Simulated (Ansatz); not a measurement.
C$_{2}$H$_{4}$GaN. Total charge 0; spin multiplicity 1. The bonds changed during the relaxation, so this is another structure than the one it started from.

```xyz
8

N    -1.3082    0.1989    0.2403
C    -0.0927   -0.3597   -0.0085
C     1.0725    0.3193   -0.0436
Ga    0.6851   -2.2187   -0.3038
H    -1.4177    1.2015    0.2058
H    -2.1377   -0.3237    0.0309
H     1.1840    1.3952    0.0922
H     2.0149   -0.2128   -0.2134
```

Question: List the harmonic frequencies (cm⁻¹, unscaled) at PBE0-D4/def2-TZVP in Ansatz. (Best estimate.)

Answer: The calculation gave: 154, 208, 272, 333, 490, 522, 698, 797, 1001, 1107, 1308, 1465, 1613, 1659, 3046, 3136, 3565, 3712.

Question: Is this a minimum?

Answer: Yes, all 18 modes are real.

Question: Give the ideal-gas thermochemistry at 298.15 K and 1 bar (rigid rotor, harmonic oscillator; point group C1, symmetry number 1).

Answer: Zero-point energy 150.1 kJ/mol; H(298) − E = 167.2 kJ/mol; entropy 315.7 J/(mol·K), of which translation 167.7, rotation 108.2, vibration 39.8; G(298) − E = 73.0 kJ/mol.

Question: And at 400, 500, 600, 800 and 1000 K?

Answer: 
```json
{"T (K)": "400", "H − E (kJ/mol)": "176.4", "S (J/mol/K)": "342.1", "G − E (kJ/mol)": "39.5"}
{"T (K)": "500", "H − E (kJ/mol)": "186.6", "S (J/mol/K)": "364.9", "G − E (kJ/mol)": "4.1"}
{"T (K)": "600", "H − E (kJ/mol)": "197.8", "S (J/mol/K)": "385.3", "G − E (kJ/mol)": "-33.4"}
{"T (K)": "800", "H − E (kJ/mol)": "222.5", "S (J/mol/K)": "420.7", "G − E (kJ/mol)": "-114.1"}
{"T (K)": "1000", "H − E (kJ/mol)": "249.5", "S (J/mol/K)": "450.8", "G − E (kJ/mol)": "-201.3"}
```
